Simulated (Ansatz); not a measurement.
CH8O2Si2, SMILES `CO[SiH](O)[SiH3]`, relaxed with RKS PBE0-D4/def2-TZVP in the Gaussian-basis code of Ansatz from a PBE-D4/def2-SVP geometry. The force threshold is 0.005 eV/Å; the program also tests the step.

Total charge 0; spin multiplicity 1.

Start:

```xyz
13

C    -0.544    0.467   -2.230
O     0.087   -0.098   -1.093
Si   -0.425    0.180    0.484
O    -0.215    1.777    0.978
Si    0.881   -1.311    1.748
H    -0.106    0.011   -3.142
H    -1.641    0.273   -2.240
H    -0.391    1.568   -2.285
H    -1.912   -0.018    0.588
H     0.715    2.048    1.082
H     2.335   -0.935    1.619
H     0.708   -2.733    1.286
H     0.509   -1.230    3.206
```

How much energy does the relaxation release, and in how many steps? (Estimate.)

Ansatz gave: 7.83 kJ/mol, in 14 steps.

Which bonds change most? (Estimate.)

Computed: O2–Si3 from 1.681 to 1.640 Å; Si3–O4 from 1.685 to 1.649 Å; C1–H8 from 1.113 to 1.094 Å; C1–H7 from 1.115 to 1.096 Å.

Give the relaxed structure. (Estimate.)

Computed: 
```xyz
13

C    -0.552    0.473   -2.211
O     0.082   -0.092   -1.083
Si   -0.402    0.173    0.462
O    -0.211    1.740    0.939
Si    0.886   -1.306    1.743
H    -0.193   -0.045   -3.101
H    -1.641    0.363   -2.156
H    -0.314    1.538   -2.303
H    -1.871   -0.033    0.566
H     0.684    2.064    1.048
H     2.320   -0.906    1.687
H     0.760   -2.701    1.243
H     0.453   -1.268    3.166
```
